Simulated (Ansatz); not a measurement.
Start from `C=CB[SeH]` and change one atom or group to get `C=CBC=C`.

Ansatz, PBE0-D4/def2-TZVP geometries, multiplicity 1. Each molecule was computed in one conformer, which needn't be the lowest.

Scalar relativity is left out up to krypton.

| property | `C=CB[SeH]` |
| --- | --- |
| HOMO energy (B3LYP/def2-TZVPP) / eV | -7.14 |
| HOMO energy (ωB97M-V/def2-TZVPP) / eV | -9.45 |
| LUMO energy (PBE0/def2-TZVPP) / eV | -1.82 |
| HOMO energy (PBE/def2-TZVPP) / eV | -6.36 |
| size of the dipole moment (PBE/def2-TZVPP) / D | 1.32 |
| LUMO energy (PBE/def2-TZVPP) / eV | -2.70 |

**Question.** What does the change do to each property? (Best estimate.)

**Answer.** Ansatz gave: 
```csv
property,`C=CBC=C`,shift
HOMO energy (B3LYP/def2-TZVPP) / eV,-7.61,-0.47
HOMO energy (ωB97M-V/def2-TZVPP) / eV,-10.02,-0.57
LUMO energy (PBE0/def2-TZVPP) / eV,-2.12,-0.30
HOMO energy (PBE/def2-TZVPP) / eV,-6.84,-0.48
size of the dipole moment (PBE/def2-TZVPP) / D,0.43,-0.89
LUMO energy (PBE/def2-TZVPP) / eV,-3.05,-0.35
```

With PBE0 the HOMO falls by 0.47 eV and the LUMO falls by 0.30 eV, so the gap widens by about 0.17 eV. PBE moves the HOMO by -0.48 eV and ωB97M-V by -0.57 eV. Dipoles are sizes alone; their direction can turn.

B3LYP here is the variant with VWN-RPA as its local correlation; programs differ in this.

Spin–orbit coupling is left out; it splits and shifts lone-pair levels of the heavy atoms by tenths of an eV.
